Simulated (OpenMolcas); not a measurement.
Bi IV: effect of the IPEA shift

| Property | Result |
| --- | --- |
| Program | OpenMolcas 26.06 |
| Basis | ANO-RCC-VTZP [8s7p5d3f2g] |
| Scalar Hamiltonian | DKH2, point nucleus |
| Active space | 2 electrons in 8 orbitals (6s 6p 7s 7p) |
| State averaging | 2S+1 = 3 even, 3 roots; 2S+1 = 1 even, 7 roots; 2S+1 = 3 odd, 3 roots; 2S+1 = 1 odd, 3 roots |
| Spin-orbit coupling | RASSI with atomic mean-field integrals over the reference wave functions, term energies averaged over their components |

Methods on the same reference wave functions:
A. CASSCF
B. MS-CASPT2, IPEA 0 Eh, imaginary shift 0.1 Eh (closed shells correlated: 5d)
C. MS-CASPT2, IPEA 0.25 Eh, imaginary shift 0.1 Eh (closed shells correlated: 5d)

Energies in cm⁻¹ above 6s² ¹S₀, the measured ground level; measured values from Moore, Atomic Energy Levels, vol. III, NSRDS-NBS 35 (1971 reprint of NBS Circular 467, 1958).

```json
{"Level": "6s² ¹S₀", "A": "0.0", "B": "0.0", "C": "0.0", "Measured": "0.0"}
{"Level": "6s 6p ³P°₀", "A": "67875", "B": "73330", "C": "73500", "Measured": "70968"}
{"Level": "6s 6p ³P°₁", "A": "73269", "B": "77920", "C": "78130", "Measured": "75926"}
{"Level": "6s 6p ³P°₂", "A": "89862", "B": "95320", "C": "95490", "Measured": ""}
{"Level": "6s 6p ¹P°₁", "A": "118636", "B": "111350", "C": "111920", "Measured": "114602"}
{"Level": "6p² ³P₀", "A": "176752", "B": "180340", "C": "180790", "Measured": "166552"}
```

Deviations, from unrounded energies. A percentage is the sum of absolute deviations over the sum of measured energies, with the sign that they share, or ± where signs differ.

| Against measurement | Levels | A | B | C |
| --- | --- | --- | --- | --- |
| mean absolute deviation (cm-1) | 4 | 5000 | 5300 | 5400 |
| other configurations (%) | 4 | ±4.7 | ±5.0 | ±5.1 |

A lies closest to measurement on these levels and C furthest from it. The largest miss of A in the table is 6p² ³P₀, by +10000 cm-1. The ranking rests on the paired levels alone, and a cruder setting can come out closer through cancelling errors.

Between B and C the level of the table that moves most is 6s 6p ¹P°₁, by 570 cm-1 (lowest in B, highest in C). Moves below CASPT2's spread within the term are not significant.

The lowest spin-free term lies below A's lowest term by 0.397 hartree in B, 0.395 hartree in C.

Over all roots computed the reference weight is 0.84 to 0.94 in B, 0.86 to 0.94 in C; the roots of lowest weight are the least certain, and an intruder state may touch them. The run also gave levels led by 6s 7s, which use shells meant for correlation; these and all levels above them are left out. The ¹D term of p² mixes with s d, which this space lacks. Spin-orbit splittings of 6p shells tend to come out small when the coupling is added on scalar orbitals. Measured partners are found by configuration, term and J. A level has none where our copy of the source lacks it or the pairing is in doubt (some pairs that miss far off the trend of their configuration count as doubtful), and it then counts in no deviation. Levels of configurations outside the active space are missing. Levels that lie high or do not pair safely by name in every column are left out.

° marks odd parity.
